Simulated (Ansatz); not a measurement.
Born–Oppenheimer molecular dynamics of CH$_{5}$AlN$_{2}$OS (11 atoms, charge 0, multiplicity 1). It starts from a relaxed structure.

Computed with RKS B3LYP-D4/STO-3G (Ansatz 0.2.0).

- ensemble: NVT, Nosé–Hoover chain
- time step: 2 fs
- steps asked: 40
- set temperature: 300 K
- thermostat: time constant 300 fs, chain length 5
- seed: 493396

First frame:

```xyz
11
Properties=species:S:1:pos:R:3
N -2.465 -0.053 1.063
Al -0.895 0.107 0.360
N 0.337 1.223 0.019
C 0.809 -0.161 -0.381
O 0.908 -0.425 -1.821
S 2.380 -0.689 0.484
H -3.049 0.737 1.389
H -3.003 -0.934 1.133
H 0.909 2.084 -0.140
H 1.806 0.014 -2.080
H 2.329 -1.959 -0.004
```

(1) How far do the bonds stretch over the last three quarters of this one trajectory? (Pairs bonded in most of those frames.)

Results:

(1) 
```json
{"bond": "N1–Al2", "mean (Å)": "1.742", "spread (Å)": "0.018", "shortest": "1.72", "longest": "1.78"}
{"bond": "N1–H7", "mean (Å)": "1.042", "spread (Å)": "0.014", "shortest": "1.02", "longest": "1.06"}
{"bond": "N1–H8", "mean (Å)": "1.040", "spread (Å)": "0.020", "shortest": "1.02", "longest": "1.07"}
{"bond": "Al2–N3", "mean (Å)": "1.693", "spread (Å)": "0.020", "shortest": "1.67", "longest": "1.72"}
{"bond": "Al2–C4", "mean (Å)": "1.879", "spread (Å)": "0.025", "shortest": "1.83", "longest": "1.91"}
{"bond": "N3–C4", "mean (Å)": "1.526", "spread (Å)": "0.019", "shortest": "1.50", "longest": "1.56"}
{"bond": "N3–H9", "mean (Å)": "1.046", "spread (Å)": "0.008", "shortest": "1.04", "longest": "1.06"}
{"bond": "C4–O5", "mean (Å)": "1.470", "spread (Å)": "0.020", "shortest": "1.44", "longest": "1.50"}
{"bond": "C4–S6", "mean (Å)": "1.875", "spread (Å)": "0.038", "shortest": "1.81", "longest": "1.94"}
{"bond": "O5–H10", "mean (Å)": "1.032", "spread (Å)": "0.015", "shortest": "1.01", "longest": "1.05"}
{"bond": "S6–H11", "mean (Å)": "1.366", "spread (Å)": "0.039", "shortest": "1.31", "longest": "1.42"}
```

Mean temperature of the second half: 148 K. The conserved energy stayed within 2.9 meV per atom of its start (net change 0.81 meV per atom), so there is no drift, though single steps change it by up to 30 meV in the whole system, a sign of fast motions only just resolved. The mean temperature of the second half is 51 % below the set value. A step of 2 fs is long for free X–H stretches (periods near 10 fs) and can bias their spread and the temperature. A run of 0.08 ps of so small a system gives no equilibrium averages. Limits of this set-up: minimal basis.

The run took 2.3 min on 1 thread of Arm Neoverse N1, on a shared host, peak memory 0.1 GiB.
